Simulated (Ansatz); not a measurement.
`C1CCCCC1` and `CCC1CCCCC1` differ in one atom or group.

Ansatz, PBE0-D4/def2-TZVP geometries, multiplicity 1. Each molecule was computed in one conformer, which needn't be the lowest.

| property | `C1CCCCC1` |
| --- | --- |
| size of the dipole moment (PBE/def2-TZVPP) / D | 0.00 |
| HOMO energy (ωB97M-V/def2-TZVPP) / eV | -10.55 |
| size of the dipole moment (ωB97M-V/def2-TZVPP) / D | 0.00 |
| HOMO energy (PBE0/def2-TZVPP) / eV | -8.24 |
| HOMO energy (PBE/def2-TZVPP) / eV | -6.89 |
| HOMO energy (B3LYP/def2-TZVPP) / eV | -8.09 |

(1) What does the change do to each property? (Best estimate.)

Results:

(1) Ansatz gave: 
```csv
property,`CCC1CCCCC1`,shift
size of the dipole moment (PBE/def2-TZVPP) / D,0.06,0.06
HOMO energy (ωB97M-V/def2-TZVPP) / eV,-10.40,0.15
size of the dipole moment (ωB97M-V/def2-TZVPP) / D,0.06,0.06
HOMO energy (PBE0/def2-TZVPP) / eV,-8.13,0.11
HOMO energy (PBE/def2-TZVPP) / eV,-6.83,0.06
HOMO energy (B3LYP/def2-TZVPP) / eV,-7.96,0.13
```

B3LYP here is the variant with VWN-RPA as its local correlation; programs differ in this.
